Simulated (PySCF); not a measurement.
This PySCF input asks for the NMR shieldings of `FB(F)C1=CC=CC(Cl)=C1`, C6H4BClF2; the geometry comes from GFN2-xTB.

```python
import basis_set_exchange as bse
import numpy as np
from pyscf import gto, dft
from pyscf.prop import nmr

atoms = """
F     3.129742    1.102013   -0.106466
B     2.418123    0.029190    0.178771
F     3.137431   -1.006968    0.565570
C     0.866347   -0.014874    0.070559
C     0.155675   -1.178701    0.383464
C    -1.222924   -1.214799    0.287465
C    -1.925695   -0.094036   -0.121693
C    -1.229391    1.064496   -0.435139
Cl   -2.098626    2.466611   -0.948023
C     0.149723    1.112632   -0.343150
H     0.700970   -2.053297    0.702937
H    -1.758940   -2.119334    0.531508
H    -3.001755   -0.113358   -0.198172
H     0.678643    2.019952   -0.589796
"""
names = dict.fromkeys(["F", "B", "C", "Cl", "H"], "pcSseg-1")
basis = {el: gto.basis.parse(bse.get_basis(n, elements=[el], fmt="nwchem")) for el, n in names.items()}
mol = gto.M(atom=atoms, basis=basis, charge=0, verbose=0)
mf = dft.RKS(mol, xc="PBE0")
mf.grids.level = 2
mf.grids.alignment = dft.numint.BLKSIZE   # the property module wants whole blocks of grid points
mf.conv_tol = 1e-9
mf.kernel()

calc = nmr.RKS(mf)   # GIAO
C = mf.mo_coeff
Co = C[:, mf.mo_occ > 0]
resp = mf.gen_response(singlet=True, hermi=2)
def vind(x):   # induced exchange potential for any number of trial vectors
    d = np.einsum("pi,xij,qj->xpq", C, 2 * x.reshape(-1, C.shape[1], Co.shape[1]), Co, optimize=True)
    return np.einsum("xpq,pi,qj->xij", resp(d - d.transpose(0, 2, 1)), C, Co, optimize=True).ravel()
mo1, _ = nmr.rhf.solve_mo1(calc, with_cphf=vind)
sigma = calc.kernel(mo1)
for i, s in enumerate(sigma):   # ppm
    w = np.linalg.eigvalsh((s + s.T) / 2)
    print("%2d %-2s iso %8.1f  s11 %8.1f  s22 %8.1f  s33 %8.1f" % (i, mol.atom_pure_symbol(i), w.mean(), *w))
```

Problem. What does it print?

Solution. 
```
 0 F  iso    262.8  s11     97.9  s22    305.9  s33    384.4
 1 B  iso     76.2  s11     66.2  s22     77.7  s33     84.9
 2 F  iso    262.3  s11     96.9  s22    306.1  s33    383.9
 3 C  iso     55.3  s11    -39.2  s22     20.1  s33    184.9
 4 C  iso     45.9  s11    -68.7  s22     25.2  s33    181.1
 5 C  iso     52.2  s11    -56.4  s22     38.0  s33    175.1
 6 C  iso     45.9  s11    -54.5  s22     33.3  s33    158.9
 7 C  iso     40.8  s11    -57.7  s22     53.9  s33    126.1
 8 Cl iso    708.8  s11    542.5  s22    581.9  s33   1002.1
 9 C  iso     43.0  s11    -60.8  s22     30.2  s33    159.5
10 H  iso     23.6  s11     19.7  s22     23.1  s33     28.1
11 H  iso     24.0  s11     20.4  s22     24.7  s33     26.9
12 H  iso     23.8  s11     19.7  s22     23.1  s33     28.8
13 H  iso     23.5  s11     18.6  s22     21.8  s33     30.2
```

These numbers come from an equivalent density-fitted implementation of the same equations, which agrees with the script to about 0.01 ppm for H and up to a few tenths of a ppm for heavy atoms, so last digits may differ.

Size and cost of the density-fitted run: 197 basis functions, roughly 110 core-seconds.
